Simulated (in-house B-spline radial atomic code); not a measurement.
Configurations of Kr V (Kr4+), with energies counted from [Ar] 3d10 4s2 (4p1/2)2. Method: Dirac-Hartree-Fock, average of each configuration as written, Fermi nucleus of rms radius 4.1884 fm. Calculated with an all-electron radial atomic-structure program (B-spline basis). Energies include first-order Breit, QED and recoil terms.

Occupations are held fixed; configurations that lie above the ionisation limit could autoionise.

```json
{"configuration": "[Ar] 3d10 4s2 (4p1/2)1 (4p3/2)1", "E - E(ref) (eV)": "0.1033", "highest orbital": "4p3/2", "its <r> (bohr)": "1.62"}
{"configuration": "[Ar] 3d10 4s2 (4p1/2)1 (5g9/2)1", "E - E(ref) (eV)": "48.753", "highest orbital": "5g9/2", "its <r> (bohr)": "5.477"}
{"configuration": "[Ar] 3d10 4s2 (4p3/2)1 (8f7/2)1", "E - E(ref) (eV)": "57.906", "highest orbital": "8f7/2", "its <r> (bohr)": "17.37"}
{"configuration": "[Ar] 3d10 4s2 (4p3/2)1 (8g7/2)1", "E - E(ref) (eV)": "58.06", "highest orbital": "8g7/2", "its <r> (bohr)": "17.14"}
{"configuration": "[Ar] 3d10 4s1 (4p1/2)2 (5g7/2)1", "E - E(ref) (eV)": "65.059", "highest orbital": "5g7/2", "its <r> (bohr)": "5.466"}
{"configuration": "[Ar] (3d3/2)4 (3d5/2)5 4s2 (4p1/2)2 (6d3/2)1", "E - E(ref) (eV)": "138.01", "highest orbital": "6d3/2", "its <r> (bohr)": "6.971"}
{"configuration": "[Ne] 3s2 (3p1/2)2 (3p3/2)3 3d10 4s2 (4p1/2)2 (7f5/2)1", "E - E(ref) (eV)": "268.83", "highest orbital": "7f5/2", "its <r> (bohr)": "12.76"}
{"configuration": "[Ne] 3s2 (3p1/2)1 (3p3/2)4 3d10 4s2 (4p3/2)2 7s1", "E - E(ref) (eV)": "273.02", "highest orbital": "7s1/2", "its <r> (bohr)": "8.058"}
```

Problem. Order these further configurations by energy, lowest first.
A. [Ne] 3s2 (3p1/2)1 (3p3/2)4 3d10 4s2 (4p1/2)2 (4p3/2)1
B. [Ar] 3d10 4s2 (4p3/2)2
C. [Ar] (3d3/2)4 (3d5/2)5 4s2 (4p1/2)1 (4p3/2)1 8s1
D. [Ar] 3d10 4s1 (4p1/2)1 (4p3/2)1 (7g7/2)1
E. [Ar] 3d10 4s2 (4p3/2)1 (6p1/2)1

Solution. B (1.2928 eV), E (46.371 eV), D (71.893 eV), C (143.04 eV), A (219.41 eV).

Problem. How far above the reference does [Ar] (3d3/2)3 (3d5/2)6 4s2 (4p3/2)2 5s1 lie?

Solution. 119.8 eV; its least bound orbital is 5s1/2 with <r> = 3.019 bohr.

Problem. How far above the reference does [Ne] 3s2 (3p1/2)1 (3p3/2)4 3d10 4s2 (4p3/2)2 (4f7/2)1 lie?

Solution. 263.28 eV; its least bound orbital is 4f7/2 with <r> = 3.207 bohr.

Problem. How far above the reference does [Ar] 3d10 4s1 (4p1/2)2 (6f7/2)1 lie?

Solution. 68.889 eV; its least bound orbital is 6f7/2 with <r> = 9.134 bohr.
